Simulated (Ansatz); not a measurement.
Born–Oppenheimer molecular dynamics of ClFH5O3STa (12 atoms, charge 0, multiplicity 1). It starts at the highest image of a converged band. Of that band: The profile has 2 maxima (images 2, 9) with wells between them (image 3): this band takes more than one step, which may be the mechanism or a detour left from its start path. A vibrational analysis at the climbing image gives one clearly imaginary mode, 276i cm⁻¹: a first-order saddle point.

Computed with RKS PBE/def2-SVP in Ansatz 0.2.0.

* ensemble: NVE (velocity Verlet)
* time step: 0.5 fs
* steps asked: 200
* starting velocities drawn for: 300 K
* seed: 2874

First frame:

```xyz
12
Properties=species:S:1:pos:R:3
Ta -0.335 0.226 -0.121
F 1.479 -1.029 -0.364
O 0.316 0.578 1.650
H 0.947 1.181 2.079
Cl -0.448 0.257 -2.499
O -1.842 1.343 0.046
H -2.391 1.882 0.634
O -1.081 -1.494 0.176
H -0.591 -2.337 0.123
S 1.883 1.647 -0.558
H 1.826 1.731 -1.916
H 2.017 -0.005 -0.516
```

How far do the bonds stretch over the last three quarters of this one trajectory? (Pairs bonded in most of those frames.)


| bond | mean (Å) | spread (Å) | shortest | longest |
| --- | --- | --- | --- | --- |
| Ta1–F2 | 2.299 | 0.013 | 2.27 | 2.32 |
| Ta1–O3 | 1.925 | 0.021 | 1.89 | 1.96 |
| Ta1–Cl5 | 2.379 | 0.021 | 2.36 | 2.42 |
| Ta1–O6 | 1.895 | 0.026 | 1.85 | 1.94 |
| Ta1–O8 | 1.898 | 0.005 | 1.89 | 1.91 |
| Ta1–S10 | 2.669 | 0.039 | 2.62 | 2.73 |
| Ta1–H12 | 2.440 | 0.053 | 2.33 | 2.54 |
| F2–H12 | 1.090 | 0.030 | 1.04 | 1.16 |
| O3–H4 | 0.976 | 0.015 | 0.95 | 1.00 |
| O6–H7 | 0.974 | 0.021 | 0.94 | 1.01 |
| O8–H9 | 0.974 | 0.007 | 0.96 | 0.99 |
| S10–H11 | 1.363 | 0.009 | 1.35 | 1.38 |

Pairs bonded in part of these frames only: Ta1–H12 91 %, F2–H12 63 %, S10–H12 17 %.

Mean temperature of the second half: 136 K. The conserved energy stayed within 0.11 meV per atom of its start (net change 0.072 meV per atom), so the integration is sound. A run of 0.1 ps of so small a system gives no equilibrium averages. The orbitals stay closed-shell, which can raise the energy where a bond breaks towards radicals; this wasn't checked here.

Run time: 9 min on 4 threads of Arm Neoverse V1 (shared host), peak memory 0.24 GiB.
